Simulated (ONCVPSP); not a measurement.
# Before and after: ONCV potential for Tc (Z = 43)

```
Element                 : technetium
Generator               : ONCVPSP 4.0.1
Type                    : optimised norm-conserving Vanderbilt (ONCV)
Functional              : PBE
Relativity              : scalar-relativistic
Frozen core             : [Ar] 3d10
Valence charge          : 15
Reference configuration : 4s2 4p6 4d5 5s2
Partial waves           : 4s+5s: rc 1.70 bohr, ncon 4, nbas 8, qcut 8.3 1/bohr, 2 projectors; 4p: rc 1.35 bohr, ncon 3, nbas 6, qcut 5.3 1/bohr, 2 projectors, debl 3.2 Ha; 4d: rc 1.60 bohr, ncon 5, nbas 8, qcut 6.3 1/bohr, 2 projectors, debl 2.2 Ha
Local potential         : polynomial inside 1.00 bohr (lpopt 5, dvloc0 0 Ha)
Core correction         : polynomial model core, fcfact 0.25
```

Change: fully relativistic.

Cutoffs: the cutoffs (Ha) at which the residual kinetic energy of the hardest occupied pseudo-wave falls to 1 and 0.1 mHa per electron; they do not see the model core or the augmentation charge, which bear on the density cutoff. Errors are all-electron minus pseudo energies relative to the spin-unpolarised reference configuration.

Question: Predict the effect on cutoff, ghosts and configuration errors.

Answer: The potential gets neither clearly harder nor softer (22 Ha and 69 Ha → 23 Ha and 69 Ha); of the 4 tests that both files solve, the error grows in 0 and shrinks in 4 by more than 15 % and 0.3 meV (median size 5.8 → 1.7 meV); neither file shows a bound ghost.

| quantity | base | changed |
| --- | --- | --- |
| cutoff, loose | 22 Ha | 23 Ha |
| cutoff, tight | 69 Ha | 69 Ha |
| loose cutoff by channel | s 22 Ha, p 19 Ha, d 22 Ha | s 22 Ha, p 21 Ha, d 23 Ha |
| bound ghosts | none | none |
| GHOST(+) flags under 300 eV | s at 129.0 eV | s at 128.8 eV |
| error for 4s2 4p6 4d5 5s1, meV [ΔE 8.15 eV] | -1.8 | -0.4 |
| error for 4s2 4p6 4d5 5s0, meV [ΔE 23.01 eV] | -6.5 | -2.8 |
| error for 4s2 4p6 4d4 5s0, meV [ΔE 51.71 eV] | -5.0 | +0.7 |
| error for 4s2 4p5 4d5 5s2, meV [ΔE 51.50 → 51.55 eV] | -47 | -23 |
| s: phases at 1.73 bohr within 0.05 rad from the reference energy up to (Ha; the scan ends near 5) | 4.4 | 4.4 |
| rms error of d²Exc/dni dnj with the model core, mHa | 0.93 | 3.66 |
